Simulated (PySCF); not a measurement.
**Correlation energy of As⁺ (arsenic, charge +1)**

[Ar] 3d10 4s2 4p2, high-spin 3P determinant. Computed with PySCF 2.14 in cc-pVDZ-PP with ECP10MDF, with scalar relativity through the core potential. Frozen: 3s2 3p6 3d10; 4 electrons correlated.

MP2 pair energies summed by pair of shells (mhartree):

```csv
pair,energy,share (%)
4s-4p,-25.37,60.0
4s-4s,-12.71,30.1
4p-4p,-4.21,10.0
```

Total MP2 correlation energy: -42.30 mhartree.

Same-spin part -7.00 and opposite-spin part -35.29 mhartree; SCS-MP2 scales them by 1/3 and 6/5 to -44.68 mhartree.

```
  level  correlation energy (mhartree)
   CCSD                         -58.69
    (T)                          -0.61
CCSD(T)                         -59.30
```

Diagnostics: T1 = 0.0064, D1 = 0.0180, largest double amplitude 0.095.

Cost of the coupled-cluster step: 0.06 s of wall time on 1 thread of Intel(R) Xeon(R) 6975P-C (shared host), for 4 correlated electrons.
